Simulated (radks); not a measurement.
Results of a calculation; reference values are marked as such.
Task: All-electron atom: Tm+ in [Xe] 4f13 6s1. Code: a radial shooting solver on a logarithmic mesh with Libxc functionals. Model: Dirac Kohn-Sham, BLYP, spin-unpolarised, spherical densities, point nucleus; open shells fill j = l - 1/2 first. Some entries of the table are withheld. Estimate them.

| orbital | occ. | eigenvalue (hartree) | <r> (bohr) |
|---|---|---|---|
| 1s1/2 | 2 | -2176.749 | 0.02001 |
| 2s1/2 | 2 | -367.2306 | 0.08429 |
| 2p1/2 | 2 | -350.0269 | 0.07007 |
| 2p3/2 | 4 | -313.9905 | 0.07746 |
| 3s1/2 | 2 | -82.70410 | 0.2205 |
| 3p1/2 | 2 | -75.13876 | 0.2103 |
| 3p3/2 | 4 | -67.53011 | 0.2241 |
| 3d3/2 | 4 | -54.62994 | 0.1973 |
| 3d5/2 | 6 | -52.96708 | 0.2016 |
| 4s1/2 | 2 | -16.47502 | 0.4977 |
| 4p1/2 | 2 | -13.43429 | 0.5061 |
| 4p3/2 | 4 | -11.71560 | 0.5382 |
| 4d3/2 | 4 | -6.71584 | (1) |
| 4d5/2 | 6 | -6.40329 | (2) |
| 5s1/2 | 2 | -2.19846 | 1.231 |
| 5p1/2 | 2 | -1.37909 | 1.393 |
| 5p3/2 | 4 | -1.16871 | 1.509 |
| 4f5/2 | 6 | -0.37535 | 0.7959 |
| 6s1/2 | 1 | -0.33908 | 3.568 |
| 4f7/2 | 7 | -0.33139 | 0.8187 |
| 5d3/2 | 0 | (3) | 2.761 |
| 5d5/2 | 0 | (4) | 2.860 |
| 6p1/2 | 0 | -0.21440 | 4.499 |
| 6p3/2 | 0 | -0.19781 | 4.792 |

Result: 
(1) 4d3/2 <r> (bohr): 0.5652
(2) 4d5/2 <r> (bohr): 0.5766
(3) 5d3/2 eigenvalue (hartree): -0.24714
(4) 5d5/2 eigenvalue (hartree): -0.23696
